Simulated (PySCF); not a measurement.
ClO (SMILES [O]Cl), doublet, at a GFN2-xTB geometry; MP2/def2-TZVP run with PySCF.

Here is a job for PySCF.
```python
from pyscf import gto, scf, mp

mol = gto.M(
    atom='''
Cl   -0.000000   -0.000000   -0.492816
O     0.000000    0.000000    1.047235
''',
    basis='def2-tzvp',
    charge=0,
    spin=1,
    verbose=4,
)

mf = scf.UHF(mol)
mf.kernel()

pt = mp.MP2(mf)
pt.kernel()
print('E(MP2) = %.10f' % pt.e_tot)
```

Output, abridged:

```
PySCF version 2.14.0

[INPUT] verbose = 4
[INPUT] num. atoms = 2
[INPUT] num. electrons = 25
[INPUT] charge = 0
[INPUT] spin (= nelec alpha-beta = 2S) = 1
[INPUT] symmetry False subgroup None
[INPUT] Mole.unit = angstrom
[INPUT] Symbol           X                Y                Z      unit          X                Y                Z       unit  Magmom
[INPUT]  1 Cl     0.000000000000   0.000000000000  -0.492816000000 AA    0.000000000000   0.000000000000  -0.931287269804 Bohr   0.0
[INPUT]  2 O      0.000000000000   0.000000000000   1.047235000000 AA    0.000000000000   0.000000000000   1.978987338059 Bohr   0.0

nuclear repulsion = 46.7309853278366
number of shells = 24
number of NR pGTOs = 109
number of NR cGTOs = 68
basis = def2-tzvp
ecp = {}

******** <class 'pyscf.scf.uhf.UHF'> ********
method = UHF
initial guess = minao
damping factor = 0
level_shift factor = 0
DIIS = <class 'pyscf.scf.diis.CDIIS'>
diis_start_cycle = 1
diis_space = 8
diis_damp = 0
SCF conv_tol = 1e-09
SCF conv_tol_grad = None
SCF max_cycles = 50
direct_scf = True
direct_scf_tol = 1e-13
number electrons alpha = 13  beta = 12
Set gradient conv threshold to 3.16228e-05
init E= -534.389623061512

cycle= 1 E= -534.22970382739  delta_E= 0.16  |g|= 0.311  |ddm|= 1.03
cycle= 2 E= -534.269453979349  delta_E= -0.0398  |g|= 0.214  |ddm|= 0.316
cycle= 3 E= -534.286855752405  delta_E= -0.0174  |g|= 0.0603  |ddm|= 0.132
cycle= 4 E= -534.292228029193  delta_E= -0.00537  |g|= 0.0426  |ddm|= 0.0611
cycle= 5 E= -534.296166612113  delta_E= -0.00394  |g|= 0.026  |ddm|= 0.0608
cycle= 6 E= -534.299020595862  delta_E= -0.00285  |g|= 0.0139  |ddm|= 0.0704
cycle= 7 E= -534.29981912326  delta_E= -0.000799  |g|= 0.00348  |ddm|= 0.0506
cycle= 8 E= -534.299843641123  delta_E= -2.45e-05  |g|= 0.00131  |ddm|= 0.00654
cycle= 9 E= -534.29984700415  delta_E= -3.36e-06  |g|= 0.000716  |ddm|= 0.00484
cycle= 10 E= -534.299847560959  delta_E= -5.57e-07  |g|= 0.000296  |ddm|= 0.00196
cycle= 11 E= -534.299847718266  delta_E= -1.57e-07  |g|= 8.88e-05  |ddm|= 0.000723
cycle= 12 E= -534.299847741614  delta_E= -2.33e-08  |g|= 4.56e-05  |ddm|= 0.000247
cycle= 13 E= -534.299847747354  delta_E= -5.74e-09  |g|= 1.76e-05  |ddm|= 0.000137
cycle= 14 E= -534.299847748009  delta_E= -6.55e-10  |g|= 5.87e-06  |ddm|= 4.77e-05
Extra cycle  E= -534.299847748046  delta_E= -3.68e-11  |g|= 3.53e-06  |ddm|= 6.24e-06
converged SCF energy = -534.299847748046  <S^2> = 0.76852015  2S+1 = 2.0184352

******** <class 'pyscf.mp.ump2.UMP2'> ********
nocc = (np.int64(13), np.int64(12)), nmo = (68, 68)
E(UMP2) = -534.799978785864  E_corr = -0.50013103781873
E(SCS-UMP2) = -534.787649107782  E_corr = -0.487801359736283
E_corr(same-spin) = -0.129641406514837
E_corr(oppo-spin) = -0.370489631303892
E(MP2) = -534.7999787859
```
